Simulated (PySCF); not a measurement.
C2H6O2SSi.
Z-matrix (Å and degrees, GFN2-xTB geometry), rows numbered from 1:
```
O 
C   1  1.2052
O   2  1.3285  1  122.72
C   2  1.4987  1  124.62  3  -179.27
S   4  1.8207  2  110.87  1   -40.42
Si  5  2.1678  4  101.36  2    48.97
H   3  0.9720  2  111.07  1     0.51
H   4  1.0922  2  109.01  1    78.82
H   4  1.0878  2  110.69  1  -160.50
H   6  1.4506  5  110.65  4   -91.50
H   6  1.4608  5   99.46  4   152.54
H   6  1.4539  5  107.02  4    38.45
```

Vertical excitations from PySCF (density fitting, frozen core in the response, grid level 2 and gas phase unless stated; continuum runs use non-equilibrium linear response for the excitations) on a GFN2-xTB geometry. Reference run:

| settings | S1, eV (f) | S2, eV (f) | S3, eV (f) | S4, eV (f) | S5, eV (f) | S6, eV (f) | T1, eV (Tamm–Dancoff) | mean α (au) |
| --- | --- | --- | --- | --- | --- | --- | --- | --- |
| PBE0/def2-SVPD, full TDDFT, 6 singlets | 4.82 (0.003) | 5.74 (0.010) | 5.89 (0.001) | 6.07 (0.005) | 6.48 (0.003) | 6.64 (0.009) | 4.51 | 79.2 |

Problem. What do these settings give: PBE0/6-31++G**, level shift 0.1 Eh, full TDDFT, 12 singlets?

Solution. 
| settings | S1, eV (f) | S2, eV (f) | S3, eV (f) | S4, eV (f) | S5, eV (f) | S6, eV (f) | T1, eV (Tamm–Dancoff) | mean α (au) |
| --- | --- | --- | --- | --- | --- | --- | --- | --- |
| PBE0/6-31++G**, level shift 0.1 Eh, full TDDFT, 12 singlets | 4.88 (0.003) | 5.54 (0.005) | 5.90 (0.008) | 5.94 (0.004) | 6.24 (0.003) | 6.39 (0.013) | 4.54 | 73.9 |

S1 moves by +0.06 eV. States are counted by energy in each run and needn't keep their character from row to row.

All basis functions are spherical, in the Pople sets too.

Problem. Give the leading configurations of S1 (H = HOMO, L = LUMO) and the HOMO–LUMO gap of each run.

Solution. 
| settings | S1 configurations (weight) | S1 (eV) | orbital gap (eV) | S1 − gap (eV) |
| --- | --- | --- | --- | --- |
| PBE0/def2-SVPD, full TDDFT, 6 singlets | H→L 0.98 | 4.82 | 6.19 | -1.37 |
| PBE0/6-31++G**, level shift 0.1 Eh, full TDDFT, 12 singlets | H→L 0.98 | 4.88 | 6.24 | -1.36 |

One conformer stands for the species.
